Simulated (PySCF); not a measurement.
## `C=N[B@@H-](Br)[N+]#CC`, C3H6BBrN2

Molfile (atoms numbered from 1):
```
C3H6BBrN2
     RDKit          3D

 13 12  0  0  0  0  0  0  0  0999 V2000
   -1.6214   -0.7433    0.6642 C   0  0  0  0  0  0  0  0  0  0  0  0
   -1.9301    0.4253    0.4491 N   0  0  0  0  0  0  0  0  0  0  0  0
   -1.1102    1.5458   -0.0627 B   0  0  1  0  0  0  0  0  0  0  0  0
   -0.8316    2.8705    1.3836 Br  0  0  0  0  0  0  0  0  0  0  0  0
    0.2618    0.9439   -0.3496 N   0  0  0  0  0  0  0  0  0  0  0  0
    0.8392   -0.0642   -0.2206 C   0  0  0  0  0  0  0  0  0  0  0  0
    1.9741   -0.9469   -0.2642 C   0  0  0  0  0  0  0  0  0  0  0  0
   -2.3027   -1.4684    1.0806 H   0  0  0  0  0  0  0  0  0  0  0  0
   -0.5730   -1.1146    0.4289 H   0  0  0  0  0  0  0  0  0  0  0  0
   -1.5474    2.0330   -1.0473 H   0  0  0  0  0  0  0  0  0  0  0  0
    2.7364   -0.5609    0.4150 H   0  0  0  0  0  0  0  0  0  0  0  0
    1.7233   -1.9648    0.0267 H   0  0  0  0  0  0  0  0  0  0  0  0
    2.3772   -0.9548   -1.2785 H   0  0  0  0  0  0  0  0  0  0  0  0
  1  2  2  0
  2  3  1  0
  3  4  1  0
  3  5  1  0
  5  6  3  0
  6  7  1  0
  1  8  1  0
  1  9  1  0
  3 10  1  6
  7 11  1  0
  7 12  1  0
  7 13  1  0
M  CHG  2   3  -1   5   1
M  END
```

Method used: GIAO B3LYP/pcSseg-1 magnetisability, rotational g tensor and spin-rotation constants, non-relativistic, gas phase (PySCF). Geometry: GFN2-xTB.

The calculation is non-relativistic, which matters for the atoms heavier than Zn.

(1) Give the nuclear spin-rotation constants along the inertial axes (H = +C I·J) beside the isotropic shieldings.

(2) How do the rotational constants and the g tensor change when H8, H9, H10, H11, H12, H13 are replaced by deuterium?

Answers

(1) Rotational constants 3.0246, 1.0001, 0.8175 GHz. A star marks the isotopologue with that one atom substituted, in its own axes.
| atom | isotope | Caa (kHz) | Cbb (kHz) | Ccc (kHz) | mean (kHz) | σ (ppm) |
| --- | --- | --- | --- | --- | --- | --- |
| N2 | 14N | 0.709 | 0.262 | 0.091 | 0.354 | -133.3 |
| B3 | 11B | 0.563 | 0.192 | 0.176 | 0.311 | 101.4 |
| Br4 | 79Br | 2.104 | 0.942 | 0.770 | 1.272 | 2560.7 |
| N5 | 14N | 0.197 | 0.202 | 0.095 | 0.165 | 34.7 |
| H8 | 1H | -0.287 | 0.051 | -0.049 | -0.095 | 24.7 |
| H9 | 1H | 0.014 | 0.016 | -0.100 | -0.023 | 24.5 |
| H10 | 1H | -0.231 | -0.090 | 0.040 | -0.094 | 27.4 |
| H11 | 1H | -0.318 | -0.029 | -0.047 | -0.131 | 28.6 |
| H12 | 1H | -0.174 | -0.064 | -0.059 | -0.099 | 28.8 |
| H13 | 1H | -0.231 | -0.090 | -0.021 | -0.114 | 28.6 |
| C1 | 13C* | 0.861 | 0.424 | 0.185 | 0.490 | 55.2 |
| C6 | 13C* | 0.619 | 0.425 | 0.294 | 0.446 | 43.3 |
| C7 | 13C* | 0.383 | 0.131 | 0.117 | 0.210 | 171.9 |

For the geometry as given, no vibrational averaging.

(2) Constants 2.6387, 0.9007, 0.7389 GHz; g -0.0198, -0.0037, 0.0040, against -0.0218, -0.0036, 0.0046 before.
